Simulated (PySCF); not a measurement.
**Polarisability of `C#C[C@H](C#[O+])C(F)F`**

C₅H₃F₂O (charge +1).
Structure used (GFN2-xTB), in Å, numbered top down from 1:
```xyz
11
C5H3F2O angstrom
C      0.617    2.212   -0.619
C      0.534    1.059   -0.307
C      0.406   -0.342    0.123
C      0.708   -1.052   -1.037
O      0.957   -1.530   -2.014
C     -1.022   -0.660    0.760
F     -1.043   -0.117    1.968
F     -1.133   -1.982    0.880
H      0.695    3.238   -0.858
H      1.138   -0.565    0.924
H     -1.851   -0.259    0.155
```

Level: PBE0/def2-SVPD (PySCF), static field, nuclei fixed, core orbitals frozen in the response. The polarisability tensor in these axes (au):

```
x   44.53  2.42 -7.95
y    2.42 71.54  0.31
z   -7.95  0.31 54.04
```

Question: What are the eigenvalues, a third of the trace, and Δα (Δα² = ½Σ(αi − αj)² over the three pairs)?

Answer: Principal values 39.87, 58.48 and 71.77 au; mean 56.70 au = 8.40 Å³ = 9.35 × 10⁻⁴⁰ C²·m²/J; Δα = 27.75 au (49 % of the mean).

Question: What depolarisation ratio follows for Rayleigh scattering of linearly polarised light, taking the static tensor?

Answer: ρ = 3Δα²/(45ᾱ² + 4Δα²) = 2311.0/(144690 + 3081.3) = 0.0156.

Question: What are the principal values of the traceless quadrupole moment, Θ = ½Σq(3rr − r²1), about the centre of nuclear charge?

Answer: -7.28, -1.23, 8.51 D·Å. The values depend on the origin, since the species is charged. The electronic extent ⟨r²⟩ about the same centre is 931 bohr², a root-mean-square distance of 2.12 Å for the 58 electrons.

Question: Give the principal axes and the span of the nuclei along them.

Answer: Largest value along (0.10, 1.00, -0.03), where the nuclei span 5.41 Å; middle along (-0.48, 0.07, 0.87), 4.54 Å; least along (0.87, -0.07, 0.49), 3.00 Å. The response follows the extents in order.

Question: Form Σ f/ω² (atomic units) for the 6 lowest TDDFT singlets, given as eV and f, and set it beside the mean polarisability, which is this sum over all singlets: 4.16, 0.0053; 4.31, 0.0037; 4.34, 0.0037; 4.79, 0.0717; 6.19, 0.0527; 6.29, 0.0106.

Answer: They add up to 4.05 au, 7.1 % of the 56.70 au; the largest single term is 2.31 au, from the state at 4.79 eV. Terms in order: 0.23, 0.15, 0.14, 2.31, 1.02, 0.20 au. Higher excitations give the rest. The strengths listed sum to 0.148.

Geometry: GFN2-xTB, one conformer, isolated ion.

These values come from a run that also computed excited states. On one thread, Intel Xeon 6975P-C (x86_64), on a shared host, this took 15 s and 0.78 GiB of memory at its peak.
